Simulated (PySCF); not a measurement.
C₄H₅ (SMILES [CH-]=CC=C), charge -1, singlet, at a GFN2-xTB geometry (in this run its highest filled SCF level lies above zero, so its values depend strongly on the basis, on diffuse functions most of all), atoms displaced at random by about 0.08 Å a coordinate; B3LYP/6-31G, gradient (PySCF).

Here is a job for PySCF.
```python
from pyscf import gto, scf, dft

mol = gto.Mole()
mol.atom = '''
    C     0.589996    1.971222    0.082151
    C     0.568806    0.412350    0.044828
    C    -0.469090   -0.456813    0.014043
    C    -0.710986   -1.572570    0.043089
    H    -0.273622    2.226929    0.119901
    H     1.617976   -0.183375    0.174632
    H    -1.315134    0.156192   -0.010397
    H     0.534528   -2.271439    0.055304
    H    -1.559321   -2.365293   -0.097732
'''
mol.basis = '6-31g'
mol.charge = -1
mol.spin = 0
mol.verbose = 4
mol.build()

mf = dft.RKS(mol)
mf.xc = 'b3lyp'
mf.conv_tol = 1e-11
mf.kernel()
g = mf.nuc_grad_method()
grad = g.kernel()
```

**Question.** Write the output that PySCF gives for this input, abridged.

**Answer.** 
```
PySCF version 2.14.0

[INPUT] verbose = 4
[INPUT] num. atoms = 9
[INPUT] num. electrons = 30
[INPUT] charge = -1
[INPUT] spin (= nelec alpha-beta = 2S) = 0
[INPUT] symmetry False subgroup None
[INPUT] Mole.unit = angstrom
[INPUT] Symbol           X                Y                Z      unit          X                Y                Z       unit  Magmom
[INPUT]  1 C      0.589996000000   1.971222000000   0.082151000000 AA    1.114930854589   3.725069710717   0.155242890859 Bohr   0.0
[INPUT]  2 C      0.568806000000   0.412350000000   0.044828000000 AA    1.074887558009   0.779228567464   0.084712642712 Bohr   0.0
[INPUT]  3 C     -0.469090000000  -0.456813000000   0.014043000000 AA   -0.886451627772  -0.863251460141   0.026537423967 Bohr   0.0
[INPUT]  4 C     -0.710986000000  -1.572570000000   0.043089000000 AA   -1.343568818400  -2.971726611707   0.081426408981 Bohr   0.0
[INPUT]  5 H     -0.273622000000   2.226929000000   0.119901000000 AA   -0.517070641656   4.208285908852   0.226580052061 Bohr   0.0
[INPUT]  6 H      1.617976000000  -0.183375000000   0.174632000000 AA    3.057531516119  -0.346528528092   0.330006652585 Bohr   0.0
[INPUT]  7 H     -1.315134000000   0.156192000000  -0.010397000000 AA   -2.485243077104   0.295160102848  -0.019647482517 Bohr   0.0
[INPUT]  8 H      0.534528000000  -2.271439000000   0.055304000000 AA    1.010111525912  -4.292397618656   0.104509413593 Bohr   0.0
[INPUT]  9 H     -1.559321000000  -2.365293000000  -0.097732000000 AA   -2.946689630283  -4.469755974351  -0.184686713606 Bohr   0.0

nuclear repulsion = 97.8559082388731
number of shells = 30
number of NR pGTOs = 108
number of NR cGTOs = 46
basis = 6-31g
ecp = {}

******** <class 'pyscf.dft.rks.RKS'> ********
method = RKS
initial guess = minao
damping factor = 0
level_shift factor = 0
DIIS = <class 'pyscf.scf.diis.CDIIS'>
diis_start_cycle = 1
diis_space = 8
diis_damp = 0
SCF conv_tol = 1e-11
SCF conv_tol_grad = None
SCF max_cycles = 50
direct_scf = True
direct_scf_tol = 1e-13
XC library pyscf.dft.libxc version 7.1.2
    S. Lehtola, C. Steigemann, M. J. T. Oliveira, and M. A. L. Marques,  SoftwareX 7, 1–5 (2018)
XC functionals = b3lyp
    P. J. Stephens, F. J. Devlin, C. F. Chabalowski, and M. J. Frisch,  J. Phys. Chem. 98, 11623 (1994)
radial grids:
    Treutler-Ahlrichs [JCP 102, 346 (1995); DOI:10.1063/1.469408] (M4) radial grids

becke partition: Becke, JCP 88, 2547 (1988); DOI:10.1063/1.454033
pruning grids: <function nwchem_prune>
grids dens level: 3
symmetrized grids: False
atomic radii adjust function: <function treutler_atomic_radii_adjust>
small_rho_cutoff = 0
Set gradient conv threshold to 3.16228e-06
Initial guess from minao.
tot grids = 105512
init E= -155.655290890985
  HOMO = -0.254097494609131  LUMO = -0.119019990727635  gap/eV = 3.67565
cycle= 1 E= -154.93836580248  delta_E= 0.717  |g|= 0.605  |ddm|= 3.05
  HOMO = 0.223641844727217  LUMO = 0.227523906757604  gap/eV = 0.10564
cycle= 2 E= -154.864314845129  delta_E= 0.0741  |g|= 0.743  |ddm|= 3.38
  HOMO = 0.04277578730455  LUMO = 0.196501627986635  gap/eV = 4.18309
cycle= 3 E= -155.054471895921  delta_E= -0.19  |g|= 0.206  |ddm|= 2.55
  HOMO = 0.0604188265317811  LUMO = 0.195476004936407  gap/eV = 3.67509
cycle= 4 E= -155.06669366364  delta_E= -0.0122  |g|= 0.0781  |ddm|= 0.399
  HOMO = 0.0554691719430997  LUMO = 0.196940038714621  gap/eV = 3.84962
cycle= 5 E= -155.068391849366  delta_E= -0.0017  |g|= 0.0244  |ddm|= 0.128
  HOMO = 0.0542475640845859  LUMO = 0.196506836934039  gap/eV = 3.87107
cycle= 6 E= -155.068558375689  delta_E= -0.000167  |g|= 0.00539  |ddm|= 0.0412
  HOMO = 0.053600013582515  LUMO = 0.196260545085641  gap/eV = 3.88199
cycle= 7 E= -155.068568007147  delta_E= -9.63e-06  |g|= 0.0012  |ddm|= 0.0114
  HOMO = 0.0534716091816676  LUMO = 0.196246604688713  gap/eV = 3.88511
cycle= 8 E= -155.068568482159  delta_E= -4.75e-07  |g|= 0.000196  |ddm|= 0.00321
  HOMO = 0.0534618192210012  LUMO = 0.196237072304125  gap/eV = 3.88511
cycle= 9 E= -155.068568492783  delta_E= -1.06e-08  |g|= 7.36e-05  |ddm|= 0.000397
  HOMO = 0.0534663047223969  LUMO = 0.196239160690846  gap/eV = 3.88505
cycle= 10 E= -155.068568494125  delta_E= -1.34e-09  |g|= 1.84e-05  |ddm|= 0.000141
  HOMO = 0.053464196532707  LUMO = 0.196238768987401  gap/eV = 3.88509
cycle= 11 E= -155.068568494252  delta_E= -1.27e-10  |g|= 2.56e-06  |ddm|= 4.57e-05
  HOMO = 0.0534637369428437  LUMO = 0.196238588076171  gap/eV = 3.88510
cycle= 12 E= -155.068568494254  delta_E= -2.33e-12  |g|= 3.96e-07  |ddm|= 6.73e-06
  HOMO = 0.0534638844094675  LUMO = 0.19623862838299  gap/eV = 3.88510
Extra cycle  E= -155.068568494253  delta_E= 7.67e-13  |g|= 8.86e-07  |ddm|= 2.16e-06
converged SCF energy = -155.068568494253

******** <class 'pyscf.grad.rks.Gradients'> for <class 'pyscf.dft.rks.RKS'> ********
unit = Eh/Bohr
grid_response = False
--------------- RKS gradients ---------------
         x                y                z
0 C    -0.2388822083     0.1722995527     0.0073274726
1 C    -0.1257642777    -0.1132754572    -0.0161471100
2 C     0.0042245129    -0.3549791450     0.0069783656
3 C     0.0021229346     0.4861829939     0.0008785310
4 H     0.2410495311    -0.0693023983    -0.0041250473
5 H     0.0342740114    -0.0272136937     0.0100703766
6 H     0.0458994400    -0.0287198864     0.0045758337
7 H     0.0645686611    -0.0210168144    -0.0009495051
8 H    -0.0274777012    -0.0439469081    -0.0086052530
----------------------------------------------
```
